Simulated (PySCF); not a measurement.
A single-point calculation

[Nd(SH)4]− (singlet in the valence; each metal's 4f electrons, 3 of them, lie in its core potential, out of spins and levels). PySCF 2.14.0, RKS r2SCAN, Nd lcecp-1-SVP with ECP49, S def2-SVP, H def2-SVP; non-relativistic Hamiltonian with scalar-relativistic core potentials where named; density fitting; no spin-orbit coupling. Purpose: all atoms moved at random, sigma 0.06 A.

```python
mol = gto.M(atom='''
Nd    -0.00594     0.02219     0.02486
S      1.61316     1.53471     1.47750
H      2.83445     0.99389     0.81560
S     -1.63996    -1.53621     1.51047
H     -2.75203    -0.98034     0.87605
S      1.50741    -1.67319    -1.54444
H      0.97087    -2.66594    -0.89153
S     -1.48886     1.66496    -1.54556
H     -1.03909     2.63993    -0.72295''',
    basis={'Nd': 'lcecp-1-SVP', 'S': 'def2-SVP', 'H': 'def2-SVP'},
    ecp={'Nd': 'lcecp-1-SVP'},
    charge=-1, spin=0)
mf = dft.RKS(mol, xc='R2SCAN')
mf.grids.atom_grid = (50, 194)  # f atoms: unpruned, at least (60, 302)
mf = mf.density_fit()  # fitting sets: Nd AutoAux, S def2-universal-JKFIT, H def2-universal-JKFIT
mf.conv_tol = 1e-08; mf.max_cycle = 55
mf.kernel(dm0)  # dm0: converged density of the relaxed state
mf.nuc_grad_method().kernel()
```

Run from Python with OMP_NUM_THREADS=2; the lines above give its settings. Where DIIS fails, smearing, a level shift and second-order steps follow.
It took 11 s on 2 threads of Arm Neoverse V2, with other jobs on the host, from an already converged density.

**Question.** Where do the frontier levels lie, over both spins?

**Answer.** HOMO -2.06 eV, LUMO 2.30 eV. The 4f levels lie in the core potential and are missing.

**Question.** What are the Mulliken charges and spins?

**Answer.** 
```tsv
atom	charge (e)	spin (e)
Nd1	0.604	0.000
S2	-0.484	0.000
H3	0.092	0.000
S4	-0.491	0.000
H5	0.087	0.000
S6	-0.488	0.000
H7	0.077	0.000
S8	-0.478	0.000
H9	0.082	0.000
```
The spin of the 4f electrons in the core isn't counted.

**Question.** What forces act on the atoms (eV/Å)?

**Answer.** 
```
Nd  -0.02 -0.53 -0.74
S    2.43 -0.43 -0.61
H   -2.11  0.84  1.03
S   -0.90  0.25 -0.22
H    0.78 -0.36  0.38
S    0.51  1.29 -0.60
H   -0.62 -1.16  0.75
S   -0.09  0.00 -0.03
H    0.02  0.11  0.04
```
Forces carry noise of the integration grid, about 0.01 to 0.03 eV/Å.

**Question.** How does its energy compare with the relaxed singlet of charge -1 in vacuum?

**Answer.** It lies 0.297 eV higher.

An lcecp potential fixes the number of 4f electrons, so in runs with it no electron can move into or out of that shell.
